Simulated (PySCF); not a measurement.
# Basis and Hamiltonian dependence of the excitation energy of In

In [Kr] 4d10 5s2 5p1 (2P) → In [Kr] 4d10 5s2 5d1 (2D). All values are computed (PySCF 2.14, energy differences of UHF-based or UKS calculations, no spin-orbit coupling). Values in eV.

| basis | Hamiltonian | functions | UHF | LDA | PBE0 | MP2 (valence) | CCSD(T) (valence) |
| --- | --- | --- | --- | --- | --- | --- | --- |
| aug-cc-pVDZ-PP with ECP28MDF | ECP | 32 | 4.538 | 4.295 | 4.253 | 4.546 | 4.277 |
| aug-cc-pwCVDZ-PP with ECP28MDF | ECP | 48 | 4.534 | 4.283 | 4.242 | 4.551 | 4.286 |
| aug-cc-pVTZ-PP with ECP28MDF | ECP | 55 | 3.988 | 3.903 | 3.843 | 4.019 | 3.927 |
| def2-TZVPPD with the def2 core potential (28 electrons) | ECP | 56 | 4.048 | 3.942 | 3.885 | 4.118 | 4.015 |
| aug-cc-pVTZ-PP with one added diffuse shell each of d, f type with ECP28MDF | ECP | 67 | 3.680 | 3.762 | 3.694 | 3.780 | 3.759 |
| aug-cc-pVTZ-DK3 | spin-free X2C | 68 | 3.989 | 3.906 | 3.846 | 4.020 | 3.927 |
| def2-QZVPPD with the def2 core potential (28 electrons) | ECP | 88 | 3.903 | 3.858 | 3.796 | 3.995 | 3.923 |
| aug-cc-pVQZ-PP with ECP28MDF | ECP | 92 | 3.851 | 3.826 | 3.763 | 3.918 | 3.850 |
| aug-cc-pwCVTZ-PP with ECP28MDF | ECP | 96 | 3.993 | 3.911 | 3.854 | 4.027 | 3.934 |
| aug-cc-pVQZ-DK3 | spin-free X2C | 102 | 3.912 | 3.866 | 3.804 | 3.964 | 3.883 |
| aug-cc-pwCVTZ-DK3 | spin-free X2C | 109 | 3.993 | 3.918 | 3.858 | 4.028 | 3.936 |
| aug-cc-pVQZ-PP with one added diffuse shell each of s, p, d, f, g type with ECP28MDF | ECP | 117 | 3.682 | 3.761 | 3.693 | 3.799 | n/a |
| aug-cc-pwCVTZ-DK3 with one added diffuse shell each of s, p, d, f type | spin-free X2C | 125 | 3.686 | 3.778 | 3.709 | 3.790 | n/a |
| dyall-av2z | non-relativistic | 130 | 4.435 | 4.180 | 4.150 | 4.440 | 4.056 |

Frozen in the all-electron rows: valence: [Kr] 4d10; with a core potential, the same shells as far as they lie outside it.

At CCSD(T) (valence), aug-cc-pVDZ-PP with ECP28MDF, aug-cc-pwCVDZ-PP with ECP28MDF lie more than 0.3 eV from the median of the rows with comparable relativity.

Non-relativistic rows lack the scalar-relativistic shift.

Reference for a calculation without spin-orbit coupling: 3.897 eV (measured, between term centres; NIST).
